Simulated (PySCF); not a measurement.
Spin-rotation constants: `[C@H]1(C(F)(F)F)CC[P@@](CCC)(=O)C1`, C8H14F3OP

Geometry:
| atom | x (Å) | y (Å) | z (Å) |
| --- | --- | --- | --- |
| C1 | 3.932 | 0.915 | 0.088 |
| C2 | 2.802 | -0.077 | -0.157 |
| C3 | 1.503 | 0.625 | -0.535 |
| P4 | 0.209 | -0.648 | -0.827 |
| O5 | 0.549 | -1.633 | -1.856 |
| C6 | -0.270 | -1.334 | 0.828 |
| C7 | -1.776 | -1.109 | 0.910 |
| C8 | -2.050 | 0.262 | 0.282 |
| C9 | -3.541 | 0.538 | 0.187 |
| F10 | -4.129 | 0.549 | 1.395 |
| F11 | -4.194 | -0.372 | -0.547 |
| F12 | -3.798 | 1.733 | -0.368 |
| C13 | -1.386 | 0.260 | -1.090 |
| H14 | 4.848 | 0.390 | 0.347 |
| H15 | 3.680 | 1.588 | 0.905 |
| H16 | 4.117 | 1.512 | -0.802 |
| H17 | 2.640 | -0.678 | 0.742 |
| H18 | 3.072 | -0.762 | -0.964 |
| H19 | 1.185 | 1.320 | 0.243 |
| H20 | 1.629 | 1.178 | -1.469 |
| H21 | -0.008 | -2.390 | 0.874 |
| H22 | 0.245 | -0.807 | 1.632 |
| H23 | -2.141 | -1.154 | 1.938 |
| H24 | -2.294 | -1.871 | 0.324 |
| H25 | -1.627 | 1.052 | 0.912 |
| H26 | -1.244 | 1.263 | -1.492 |
| H27 | -1.972 | -0.322 | -1.806 |

Computed, not measured: GIAO B3LYP/pcSseg-1 magnetisability, rotational g tensor and spin-rotation constants, non-relativistic, gas phase in PySCF. Geometry: GFN2-xTB.

(1) Give the nuclear spin-rotation constants along the inertial axes (H = +C I·J) beside the isotropic shieldings.

Answers

(1) Rotational constants 1.4510, 0.3239, 0.3129 GHz. A star marks the isotopologue with that one atom substituted, in its own axes.
| atom | isotope | Caa (kHz) | Cbb (kHz) | Ccc (kHz) | mean (kHz) | σ (ppm) |
| --- | --- | --- | --- | --- | --- | --- |
| P4 | 31P | 2.632 | 0.509 | 0.555 | 1.232 | 262.9 |
| F10 | 19F | 1.978 | 0.349 | 0.398 | 0.909 | 255.2 |
| F11 | 19F | 2.098 | 0.313 | 0.317 | 0.909 | 272.1 |
| F12 | 19F | 2.350 | 0.353 | 0.341 | 1.014 | 250.3 |
| H14 | 1H | -0.013 | -0.035 | -0.025 | -0.024 | 30.3 |
| H15 | 1H | -0.134 | -0.005 | -0.031 | -0.056 | 30.9 |
| H16 | 1H | -0.150 | -0.037 | 0.004 | -0.061 | 30.8 |
| H17 | 1H | -0.143 | -0.038 | 0.005 | -0.059 | 30.5 |
| H18 | 1H | -0.103 | -0.006 | -0.029 | -0.046 | 29.7 |
| H19 | 1H | -0.134 | -0.001 | -0.037 | -0.057 | 30.9 |
| H20 | 1H | -0.156 | -0.038 | 0.008 | -0.062 | 30.0 |
| H21 | 1H | -0.159 | -0.009 | -0.019 | -0.062 | 30.0 |
| H22 | 1H | -0.152 | -0.011 | -0.022 | -0.061 | 30.5 |
| H23 | 1H | -0.124 | -0.033 | -0.001 | -0.052 | 29.6 |
| H24 | 1H | -0.138 | 0.003 | -0.033 | -0.056 | 29.9 |
| H25 | 1H | -0.133 | 0.005 | -0.038 | -0.056 | 29.9 |
| H26 | 1H | -0.157 | -0.020 | -0.009 | -0.062 | 29.9 |
| H27 | 1H | -0.113 | -0.010 | -0.029 | -0.050 | 30.0 |
| C1 | 13C* | 0.209 | 0.048 | 0.050 | 0.102 | 162.8 |
| C2 | 13C* | 0.238 | 0.049 | 0.045 | 0.111 | 161.3 |
| C3 | 13C* | 0.261 | 0.058 | 0.062 | 0.127 | 140.4 |
| O5 | 17O* | -0.184 | -0.075 | -0.026 | -0.095 | 219.2 |
| C6 | 13C* | 0.266 | 0.053 | 0.051 | 0.123 | 150.1 |
| C7 | 13C* | 0.247 | 0.057 | 0.048 | 0.117 | 152.4 |
| C8 | 13C* | 0.268 | 0.069 | 0.059 | 0.132 | 133.3 |
| C9 | 13C* | 0.464 | 0.108 | 0.103 | 0.225 | 42.9 |
| C13 | 13C* | 0.241 | 0.055 | 0.059 | 0.118 | 147.1 |

For the geometry as given, no vibrational averaging.
